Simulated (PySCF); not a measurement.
AsF$_{2}$ (SMILES F[As]F), doublet, at a GFN2-xTB geometry. Base run: HF/3-21G (PySCF).

Here is a job for PySCF.
```python
from pyscf import gto, scf

mol = gto.M(
    atom='''
F    -1.22363536   -0.84799539    0.05148653
As   -0.02211217    0.42725140   -0.01934179
F     1.30471333   -0.71859307    0.01943336
''',
    basis='3-21g',
    spin=1,
    verbose=4,
)

mf = scf.UHF(mol)
mf.kernel()
mf.analyze()
```

Variants of this job, named by their change:

```json
[
 {"change": "base", "E (Eh)": "-2421.26477", "HOMO (eV)": "-9.52", "dipole (D)": "3.32", "<S^2>": "0.754", "core-seconds (rough)": "0.2"},
 {"change": "functional = pbe", "E (Eh)": "-2423.18971", "HOMO (eV)": "-4.39", "dipole (D)": "1.93", "<S^2>": "0.751", "core-seconds (rough)": "1"},
 {"change": "functional = blyp", "E (Eh)": "-2423.74950", "HOMO (eV)": "-4.15", "dipole (D)": "1.94", "<S^2>": "0.750", "core-seconds (rough)": "1"},
 {"change": "functional = wb97x_v", "E (Eh)": "-2423.42381", "HOMO (eV)": "-8.23", "dipole (D)": "2.46", "<S^2>": "0.751", "core-seconds (rough)": "40"},
 {"change": "functional = tpssh", "E (Eh)": "-2423.62965", "HOMO (eV)": "-5.25", "dipole (D)": "2.18", "<S^2>": "0.751", "core-seconds (rough)": "3"},
 {"change": "functional = m06", "E (Eh)": "-2423.57992", "HOMO (eV)": "-5.78", "dipole (D)": "2.56", "<S^2>": "0.751", "core-seconds (rough)": "2"},
 {"change": "functional = pbe0", "E (Eh)": "-2423.25572", "HOMO (eV)": "-5.96", "dipole (D)": "2.40", "<S^2>": "0.751", "core-seconds (rough)": "1"},
 {"change": "functional = pw6b95", "E (Eh)": "-2424.96333", "HOMO (eV)": "-5.99", "dipole (D)": "2.46", "<S^2>": "0.751", "core-seconds (rough)": "2"},
 {"change": "functional = b3lyp", "E (Eh)": "-2423.75670", "HOMO (eV)": "-5.57", "dipole (D)": "2.33", "<S^2>": "0.751", "core-seconds (rough)": "1"},
 {"change": "functional = blyp; dispersion = d4", "E (Eh)": "-2423.75270", "HOMO (eV)": "-4.15", "dipole (D)": "1.94", "<S^2>": "0.750", "core-seconds (rough)": "1"},
 {"change": "functional = lc_wpbe", "E (Eh)": "-2423.28264", "HOMO (eV)": "-8.69", "dipole (D)": "2.49", "<S^2>": "0.751", "core-seconds (rough)": "2"},
 {"change": "functional = scan", "E (Eh)": "-2423.82395", "HOMO (eV)": "-4.90", "dipole (D)": "2.15", "<S^2>": "0.751", "core-seconds (rough)": "2"},
 {"change": "functional = b3lyp5", "E (Eh)": "-2423.55648", "HOMO (eV)": "-5.48", "dipole (D)": "2.33", "<S^2>": "0.751", "core-seconds (rough)": "1"}
]
```

Total energies compare only within one method and basis.

Open shells are given as the SCF converged; they aren't shown to be the lowest states, and a large step between rows can be another state.
